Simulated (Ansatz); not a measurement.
**Molecular dynamics of BrGe₂H₇**

input.yaml

```yaml
crystal:
  periodic: [false, false, false]
  atoms:
    - { symbol: Ge, position_ang: [-0.26017, 0.042986, 0.026969] }
    - { symbol: Ge, position_ang: [-0.051253, -0.014852, 2.861382] }
    - { symbol: H, position_ang: [-1.139849, -0.171967, 3.932981] }
    - { symbol: H, position_ang: [0.943275, -1.18708, 2.854992] }
    - { symbol: H, position_ang: [0.666136, 1.341935, 2.942399] }
    - { symbol: H, position_ang: [1.265816, 0.147862, 0.344098] }
    - { symbol: H, position_ang: [-0.700136, 1.356366, -0.614618] }
    - { symbol: H, position_ang: [-0.512909, -1.294306, -0.664279] }
    - { symbol: Br, position_ang: [-3.093827, -0.153271, 0.806187] }
    - { symbol: H, position_ang: [-1.219684, -0.067674, 1.53229] }
basis:
  gaussian: { orbitals: def2-SVP }
hamiltonian:
  xc: b3lyp
  dispersion: d4
md:
  timestep: 0.5
  n_steps: 200
  ensemble: nve
  temperature: 100.0
  initial_velocities: maxwell_boltzmann
  seed: 6992
```

Run as:

```bash
$ ansatz run input.yaml --threads 4 --pin off --max-ram 5120MiB --backend cpu --events-out ev --progress --plain --runs-dir out
```

It starts at the highest image of a converged band. Of that band: Neighbouring images differ by up to 1.3 eV, so the band resolves the path poorly. A vibrational analysis at the climbing image gives one clearly imaginary mode, 745i cm⁻¹: a first-order saddle point.

Output, in part (step lines, the closing report, with atoms numbered from 0):

```
md step     0: t =     0.00 fs  T =   100.0 K  F+E_penalty+E_count = -183175.98718209 eV  E_kin = 0.103408 eV  conserved = -183175.88377409 eV  (26 SCF iters)
md step     1: t =     0.50 fs  T =    98.4 K  F+E_penalty+E_count = -183175.98548250 eV  E_kin = 0.101721 eV  conserved = -183175.88376189 eV  (26 SCF iters)
md step     2: t =     1.00 fs  T =    93.8 K  F+E_penalty+E_count = -183175.98066596 eV  E_kin = 0.096947 eV  conserved = -183175.88371885 eV  (27 SCF iters)
md step     3: t =     1.50 fs  T =    86.8 K  F+E_penalty+E_count = -183175.97343074 eV  E_kin = 0.089780 eV  conserved = -183175.88365112 eV  (27 SCF iters)
md step     4: t =     2.00 fs  T =    78.6 K  F+E_penalty+E_count = -183175.96485852 eV  E_kin = 0.081288 eV  conserved = -183175.88357027 eV  (27 SCF iters)
md step     5: t =     2.50 fs  T =    70.3 K  F+E_penalty+E_count = -183175.95623402 eV  E_kin = 0.072743 eV  conserved = -183175.88349089 eV  (26 SCF iters)
md step     6: t =     3.00 fs  T =    63.2 K  F+E_penalty+E_count = -183175.94881748 eV  E_kin = 0.065390 eV  conserved = -183175.88342759 eV  (25 SCF iters)
md step     7: t =     3.50 fs  T =    58.2 K  F+E_penalty+E_count = -183175.94361379 eV  E_kin = 0.060222 eV  conserved = -183175.88339198 eV  (26 SCF iters)
[... lines left out ...]
Total energy: -183177.64983538 eV, -6731.6544691799 hartree
Atom 0 at    -0.843987     0.016734    -0.364099 Å, force     4.463403     0.496210    -1.983923 eV/Å
Atom 1 at     0.111229    -0.072239     3.473608 Å, force     0.069188    -0.359169    -0.396523 eV/Å
Atom 2 at    -0.063730    -0.359458     4.962619 Å, force     0.053867     0.227614     0.271715 eV/Å
Atom 3 at     1.337771     0.762945     3.091575 Å, force     0.139036     0.197350     0.252871 eV/Å
Atom 4 at    -1.132137     0.611384     2.872124 Å, force     0.087401    -0.131530     0.179200 eV/Å
Atom 5 at    -0.118981     1.209806     0.307794 Å, force     0.192620    -0.170985    -0.089564 eV/Å
Atom 6 at    -0.989179     0.374436    -1.860928 Å, force    -0.008387    -0.211876     0.027641 eV/Å
Atom 7 at    -0.082922    -1.313007    -0.112388 Å, force    -0.047628     0.214220    -0.177976 eV/Å
Atom 8 at    -2.711329    -0.073471     0.582797 Å, force    -4.718199    -0.366604     2.017497 eV/Å
Atom 9 at     0.389894    -1.460208     2.839947 Å, force    -0.231302     0.104770    -0.100937 eV/Å
Dipole moment:     0.102196     0.012071    -0.086919 e Å
```

The steps, from the saved trajectory:

```
time (fs)  T (K)  potential energy less start (eV)  conserved less start (meV/atom)
        0    100                             0.000                             0.00
        3     63                             0.038                             0.03
        6     67                             0.034                             0.02
        9     59                             0.043                             0.02
       12     46                             0.056                             0.04
       15     89                             0.011                             0.00
       18     76                             0.025                             0.03
       21    102                            -0.002                             0.02
       24    119                            -0.019                             0.01
       27    106                            -0.006                             0.04
       30    151                            -0.052                             0.01
       33    160                            -0.062                             0.03
       36    216                            -0.120                             0.02
       39    287                            -0.194                             0.01
       42    325                            -0.232                             0.04
       45    419                            -0.330                             0.01
       48    482                            -0.395                             0.03
       51    577                            -0.493                             0.03
       54    721                            -0.642                             0.01
       57    839                            -0.764                             0.04
       60   1022                            -0.954                             0.01
       63   1195                            -1.132                             0.02
       66   1364                            -1.307                             0.03
       69   1559                            -1.509                             0.00
       72   1686                            -1.639                             0.02
       75   1830                            -1.789                             0.01
       78   1953                            -1.916                             0.00
       81   2015                            -1.981                             0.02
       84   2083                            -2.051                             0.00
       87   2069                            -2.036                             0.01
       90   2020                            -1.985                             0.01
       93   1948                            -1.911                             0.00
       96   1817                            -1.775                             0.03
       99   1730                            -1.685                             0.02
```

All steps were run. The conserved energy stayed within 0.042 meV per atom of its start (net change 0.014 meV per atom), so the integration is sound. The kinetic energy rose, since the run started high on the potential surface and went downhill. It ends in pieces (BrGeH3 + GeH4), so much of that is their flight and rotation, not heat. A run of 0.1 ps of so small a system gives no equilibrium averages. The orbitals stay closed-shell, which can raise the energy where a bond breaks towards radicals; this wasn't checked here.

Between its relaxed ends the band would form Ge1–Br9, Ge2–H10 and break Ge1–Ge2, Br9–H10. These pairs go: Ge1–Br9 2.95 → 2.10 Å, Ge2–H10 1.77 → 1.55 Å, Ge1–Ge2 2.84 → 3.96 Å, Br9–H10 2.01 → 4.08 Å. In the last frame they stand as after the step (other bonds may differ from the relaxed reactants and products). Also parted: Ge1–H10 1.79 → 3.74 Å. It ends as BrGeH3 + GeH4. Pairs count as bonded within 1.25 times the sum of covalent radii (0.12 Å more for H–H).

Last frame:

```xyz
10
Properties=species:S:1:pos:R:3
Ge -0.844 0.017 -0.364
Ge 0.111 -0.072 3.474
H -0.064 -0.359 4.963
H 1.338 0.763 3.092
H -1.132 0.611 2.872
H -0.119 1.210 0.308
H -0.989 0.374 -1.861
H -0.083 -1.313 -0.112
Br -2.711 -0.073 0.583
H 0.390 -1.460 2.840
```

Time of the run: 9.6 min on 4 threads of Arm Neoverse V1, with other jobs on the host, peak memory 0.4 GiB.
